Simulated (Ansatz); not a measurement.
Molecule: CF, net charge 1, singlet state. 
Structure (B3LYP-D3(BJ)/def2-TZVP (Ansatz, a program for electronic structure) minimum search):
```xyz
2

C      0.0000     0.0000    -0.6936
F      0.0000     0.0000     0.4624
```
Charge +1, spin multiplicity 1.

Property: vertical electron affinity (to the doublet state of charge +0; a negative value means that the extra electron is unbound and the number depends on the basis; each state is the SCF solution reached for its spin), in eV. Correlated levels leave the core frozen unless marked. UHF or UKS for open shells. No spin-orbit coupling. No relativistic terms. CBS(X,Y): correlation extrapolated as X^-3; Hartree-Fock from the larger set.

```
level                                 program  vertical electron affinity (eV)
------------------------------------  -------  -------------------------------
PBE/def2-TZVPD                         Ansatz                             8.81
CCSD/def2-SVPD                         Ansatz                              ___
CCSD(T)/CBS(aug-cc-pVTZ,aug-cc-pVQZ)   Ansatz                              ___
```

**Question.** Fill in the missing entries.

**Answer.** 
- CCSD/def2-SVPD, vertical electron affinity (eV): 8.52
- CCSD(T)/CBS(aug-cc-pVTZ,aug-cc-pVQZ), vertical electron affinity (eV): 8.65
